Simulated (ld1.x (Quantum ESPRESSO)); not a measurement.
**An all-electron radial function and its pseudo partner (P (Z = 15))**

Columns: radius, all-electron u(r) and pseudo u(r) of the 3p shell (level -6.12 eV) of phosphorus in the configuration [Ne] 3s1 3p4; PW91, non-relativistic, TM semilocal scheme, ld1.x (Quantum ESPRESSO) 7.5.

```tsv
r (bohr)	all-electron	pseudo
0.095	0.1253	-0.0049
0.190	0.2603	-0.0196
0.285	0.3053	-0.0436
0.380	0.2723	-0.0764
0.475	0.1905	-0.1172
0.570	0.0839	-0.1650
0.665	-0.0311	-0.2185
0.760	-0.1442	-0.2761
0.855	-0.2494	-0.3360
0.950	-0.3435	-0.3964
1.045	-0.4253	-0.4551
1.140	-0.4948	-0.5099
1.235	-0.5523	-0.5591
1.330	-0.5985	-0.6010
1.425	-0.6341	-0.6348
1.520	-0.6600	-0.6601
1.615	-0.6772	-0.6772
1.710	-0.6869	-0.6869
1.805	-0.6902	-0.6902
1.900	-0.6879	-0.6879
1.995	-0.6810	-0.6810
2.090	-0.6704	-0.6704
2.185	-0.6567	-0.6567
2.280	-0.6405	-0.6405
2.375	-0.6224	-0.6224
2.470	-0.6029	-0.6029
```

Q: How many radial nodes do the two functions have?

A: The all-electron 3p function has n − l − 1 = 1; the pseudo-wave has 0, since the states of the same l below it are removed with the core.

Q: At about which radius was the pseudo-wave matched?

A: 1.75 bohr. The columns agree to 0.0005 from 1.52 bohr on; several derivatives are matched, so the curves merge somewhat inside the radius.

Q: Where does each function peak?

A: Outermost all-electron maximum near 1.80 bohr, pseudo maximum near 1.80 bohr (to the table’s step).

Q: Is the pseudo-wave norm-conserving?

A: Yes: the TM semilocal scheme keeps the norm inside the radius equal to the all-electron one, which fixes the energy derivative of the logarithmic derivative at the level.
